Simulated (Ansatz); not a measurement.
Isomers of Ge₃Se₄ (singlet), relaxed with PBE-D4/def2-SVP; total energies from Ansatz at PBE0-D4/def2-TZVP.

```
isomer                                                           description   energy (Eh)
     A            point group Cs; 9 × Ge–Se 2.43 to 2.74 Å; 1 × Se–Se 2.39 Å  -15835.58745
     B  point group not assigned; 8 × Ge–Se 2.36 to 2.62 Å; 1 × Se–Se 2.40 Å  -15835.56725
     C            point group Cs; 8 × Ge–Se 2.40 to 2.73 Å; 1 × Se–Se 2.43 Å  -15835.57043
     D           point group C2v; 8 × Ge–Se 2.39 to 2.63 Å; 1 × Se–Se 2.39 Å  -15835.54803
     E  point group not assigned; 8 × Ge–Se 2.33 to 2.82 Å; 1 × Se–Se 2.43 Å  -15835.56613
```

The isomers come from a short search, and lower ones may exist.

Work out the relative energies (1 Eh = 2625.5 kJ/mol) and the Boltzmann populations at 1200 K from electronic energies alone (R = 8.314 J/mol/K).

ΔE: A 0.0, B 53.0, C 44.7, D 103.5, E 56.0 kJ/mol. RT = 9.98 kJ/mol. Factors exp(−ΔE/RT): A 1, B 0.00494, C 0.0113, D 3.13e-05, E 0.00366; sum 1.020. Populations: A 98.0 %, B 0.5 %, C 1.1 %, D 0.0 %, E 0.4 %. Zero-point energy, vibrational entropy and symmetry numbers are left out and can shift these; an error of 4 kJ/mol changes a ratio by a factor of 1.5. Over the other density-functional and correlated levels in def2 sets, the gap between A and C ranges from 40 to 48 kJ/mol.
